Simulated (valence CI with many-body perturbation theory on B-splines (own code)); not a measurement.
# E1 transitions of Ho⁵⁴⁺

Computed by configuration interaction combined with many-body perturbation theory (CI+MBPT): three valence electrons over a frozen Dirac-Fock core [Ne], a basis of 11 s, 11 p, 9 d, 7 f, 5 g, 2 h, 1 i functions for each j, with the one-electron correlation potential Σ1, the two-electron term Σ2, the three-electron term Σ3, Breit, model QED; selected CI, second order for the rest (own B-spline code, finite nucleus).

The last digits are not significant, and no measured levels were compared; by estimate large intervals hold to a few tenths of a per cent, small ones and those within an open d or f shell to about a per cent.

Lines 201 to 250 of 257 in falling wavelength, among levels below 78.163 Ry, chosen from the strongest by gf and those to the six lowest levels. Wavelengths and rates use the calculated energies. Electric multipoles are in the length gauge, E1 and E2 with the static RPA response of the core. Weak lines are less certain than strong ones. Lines between different terms over intervals too small for the method are left out, as are lines whose strength nearly cancels. The highest levels of a list are the least certain.

Levels are named by their leading jj configuration (3d3/2^4 stands for four electrons in 3d with j = 3/2), which in mixed levels can hold well under half, so a name can repeat and another be missing. Letters in brackets count levels of one name in rising energy.

| λ vac (Å) | Upper | Lower | A (s⁻¹) | S (a.u.) with core polarisation | S without |
| --- | --- | --- | --- | --- | --- |
| 27.00 | (3s 3p3/2 3d5/2) J=3/2 [a] | (3s 3p1/2 3p3/2) J=3/2 [b] | 1.14e+11 | 4.43e-03 | 4.50e-03 |
| 26.51 | (3s 3p3/2 3d5/2) J=5/2 [a] | (3s 3p1/2 3p3/2) J=5/2 | 6.04e+10 | 3.33e-03 | 3.39e-03 |
| 26.28 | (3s 3p3/2 3d3/2) J=5/2 [b] | (3s 3p1/2 3p3/2) J=3/2 [a] | 7.95e+08 | 4.28e-05 | 4.35e-05 |
| 26.06 | (3s 3p3/2 3d3/2) J=1/2 [b] | (3s 3p1/2 3p3/2) J=3/2 [a] | 7.36e+08 | 1.28e-05 | 1.30e-05 |
| 26.02 | (3s 3p3/2 3d5/2) J=7/2 [a] | (3s 3p1/2 3p3/2) J=5/2 | 8.39e+10 | 5.84e-03 | 5.93e-03 |
| 25.91 | (3s 3p3/2 3d5/2) J=3/2 [a] | (3s 3p1/2 3p3/2) J=5/2 | 1.20e+08 | 4.12e-06 | 4.20e-06 |
| 25.84 | (3p1/2^2 3d3/2) J=3/2 | (3s^2 3p3/2) J=3/2 | 6.31e+08 | 2.15e-05 | 2.18e-05 |
| 25.81 | (3s 3p1/2 3d5/2) J=3/2 | (3s 3p1/2^2) J=1/2 | 2.05e+11 | 6.96e-03 | 7.08e-03 |
| 25.70 | (3s 3p3/2 3d5/2) J=1/2 | (3s 3p1/2 3p3/2) J=3/2 [b] | 5.63e+10 | 9.44e-04 | 9.60e-04 |
| 25.65 | (3s 3p3/2 3d5/2) J=5/2 [a] | (3s 3p1/2 3p3/2) J=3/2 [a] | 1.83e+09 | 9.15e-05 | 9.29e-05 |
| 25.24 | (3s 3p3/2 3d5/2) J=3/2 [b] | (3s 3p1/2 3p3/2) J=3/2 [b] | 1.05e+08 | 3.32e-06 | 3.37e-06 |
| 25.17 | (3s 3p3/2 3d5/2) J=7/2 [b] | (3s 3p1/2 3p3/2) J=5/2 | 8.19e+09 | 5.16e-04 | 5.25e-04 |
| 25.12 | (3s 3p3/2 3d5/2) J=5/2 [b] | (3s 3p1/2 3p3/2) J=3/2 [b] | 2.51e+10 | 1.18e-03 | 1.20e-03 |
| 25.09 | (3s 3p3/2 3d5/2) J=3/2 [a] | (3s 3p1/2 3p3/2) J=3/2 [a] | 2.58e+10 | 8.04e-04 | 8.18e-04 |
| 24.28 | (3s 3p3/2 3d5/2) J=3/2 [b] | (3s 3p1/2 3p3/2) J=5/2 | 1.93e+10 | 5.45e-04 | 5.54e-04 |
| 24.17 | (3s 3p3/2 3d5/2) J=5/2 [b] | (3s 3p1/2 3p3/2) J=5/2 | 1.61e+10 | 6.72e-04 | 6.83e-04 |
| 23.96 | (3s 3p3/2 3d5/2) J=1/2 | (3s 3p1/2 3p3/2) J=3/2 [a] | 8.57e+08 | 1.16e-05 | 1.18e-05 |
| 23.56 | (3s 3p3/2 3d5/2) J=3/2 [b] | (3s 3p1/2 3p3/2) J=3/2 [a] | 1.74e+09 | 4.49e-05 | 4.56e-05 |
| 23.46 | (3s 3p3/2 3d5/2) J=5/2 [b] | (3s 3p1/2 3p3/2) J=3/2 [a] | 1.02e+10 | 3.89e-04 | 3.95e-04 |
| 22.81 | (3p1/2^2 3d5/2) J=5/2 | (3s^2 3p3/2) J=3/2 | 5.12e+07 | 1.80e-06 | 1.83e-06 |
| 20.56 | (3p1/2 3p3/2^2) J=3/2 | (3s 3p1/2^2) J=1/2 | 3.09e+08 | 5.31e-06 | 5.40e-06 |
| 20.16 | (3s 3p3/2^2) J=1/2 | (3s^2 3p1/2) J=1/2 | 5.62e+09 | 4.54e-05 | 4.61e-05 |
| 20.15 | (3p3/2^3) J=3/2 | (3s 3p1/2 3p3/2) J=3/2 [b] | 1.11e+09 | 1.80e-05 | 1.83e-05 |
| 20.09 | (3p1/2 3p3/2^2) J=1/2 | (3s 3p1/2^2) J=1/2 | 4.29e+09 | 3.44e-05 | 3.49e-05 |
| 19.97 | (3s 3p3/2^2) J=3/2 | (3s^2 3p1/2) J=1/2 | 9.47e+08 | 1.49e-05 | 1.51e-05 |
| 19.67 | (3s 3p3/2 3d3/2) J=3/2 [a] | (3s 3p1/2^2) J=1/2 | 1.06e+09 | 1.59e-05 | 1.62e-05 |
| 19.62 | (3s 3p3/2 3d3/2) J=1/2 [a] | (3s 3p1/2^2) J=1/2 | 7.84e+08 | 5.85e-06 | 5.94e-06 |
| 19.53 | (3p3/2^3) J=3/2 | (3s 3p1/2 3p3/2) J=5/2 | 2.02e+09 | 2.98e-05 | 3.02e-05 |
| 19.06 | (3p3/2^3) J=3/2 | (3s 3p1/2 3p3/2) J=3/2 [a] | 2.96e+08 | 4.05e-06 | 4.11e-06 |
| 18.32 | (3s 3p3/2 3d3/2) J=1/2 [b] | (3s 3p1/2^2) J=1/2 | 1.61e+08 | 9.77e-07 | 9.97e-07 |
| 18.13 | (3p1/2 3p3/2 3d3/2) J=5/2 [a] | (3s^2 3p3/2) J=3/2 | 1.28e+07 | 2.25e-07 | 2.30e-07 |
| 17.83 | (3s 3p3/2 3d5/2) J=3/2 [a] | (3s 3p1/2^2) J=1/2 | 9.63e+08 | 1.08e-05 | 1.10e-05 |
| 17.54 | (3p1/2^2 3d3/2) J=3/2 | (3s^2 3p1/2) J=1/2 | 4.95e+07 | 5.27e-07 | 5.40e-07 |
| 17.27 | (3p1/2 3p3/2 3d3/2) J=3/2 [b] | (3s^2 3p3/2) J=3/2 | 1.66e+07 | 1.69e-07 | 1.70e-07 |
| 17.26 | (3s 3p3/2 3d5/2) J=1/2 | (3s 3p1/2^2) J=1/2 | 3.27e+09 | 1.66e-05 | 1.69e-05 |
| 17.25 | (3p1/2 3p3/2 3d3/2) J=5/2 [b] | (3s^2 3p3/2) J=3/2 | 2.38e+07 | 3.61e-07 | 3.73e-07 |
| 17.17 | (3p1/2 3p3/2 3d3/2) J=1/2 [b] | (3s^2 3p3/2) J=3/2 | 6.77e+07 | 3.38e-07 | 3.39e-07 |
| 17.05 | (3s 3p3/2 3d5/2) J=3/2 [b] | (3s 3p1/2^2) J=1/2 | 9.73e+08 | 9.51e-06 | 9.69e-06 |
| 16.49 | (3p1/2 3p3/2 3d5/2) J=3/2 [a] | (3s^2 3p3/2) J=3/2 | 6.70e+07 | 5.93e-07 | 6.02e-07 |
| 16.45 | (3p1/2 3p3/2 3d5/2) J=5/2 [a] | (3s^2 3p3/2) J=3/2 | 6.23e+07 | 8.22e-07 | 8.40e-07 |
| 16.34 | (3s 3d3/2^2) J=5/2 | (3s^2 3p3/2) J=3/2 | 3.49e+08 | 4.50e-06 | 4.58e-06 |
| 15.92 | (3p1/2 3p3/2 3d5/2) J=1/2 | (3s^2 3p3/2) J=3/2 | 5.99e+07 | 2.39e-07 | 2.42e-07 |
| 15.87 | (3p1/2 3p3/2 3d5/2) J=3/2 [b] | (3s^2 3p3/2) J=3/2 | 4.43e+07 | 3.50e-07 | 3.55e-07 |
| 15.50 | (3s 3d3/2 3d5/2) J=5/2 [a] | (3s^2 3p3/2) J=3/2 | 5.93e+07 | 6.54e-07 | 6.66e-07 |
| 15.16 | (3s 3d3/2 3d5/2) J=5/2 [b] | (3s^2 3p3/2) J=3/2 | 1.12e+07 | 1.15e-07 | 1.18e-07 |
| 15.10 | (3s 3d3/2 3d5/2) J=3/2 [b] | (3s^2 3p3/2) J=3/2 | 3.46e+08 | 2.35e-06 | 2.39e-06 |
| 14.93 | (3s 3d3/2 3d5/2) J=1/2 | (3s^2 3p3/2) J=3/2 | 5.50e+08 | 1.81e-06 | 1.83e-06 |
| 14.56 | (3p3/2^3) J=3/2 | (3s 3p1/2^2) J=1/2 | 2.10e+07 | 1.28e-07 | 1.30e-07 |
| 13.51 | (3p1/2 3p3/2 3d3/2) J=3/2 [a] | (3s^2 3p1/2) J=1/2 | 2.05e+08 | 9.97e-07 | 1.01e-06 |
| 13.47 | (3p1/2 3p3/2 3d3/2) J=1/2 [a] | (3s^2 3p1/2) J=1/2 | 1.11e+08 | 2.68e-07 | 2.72e-07 |
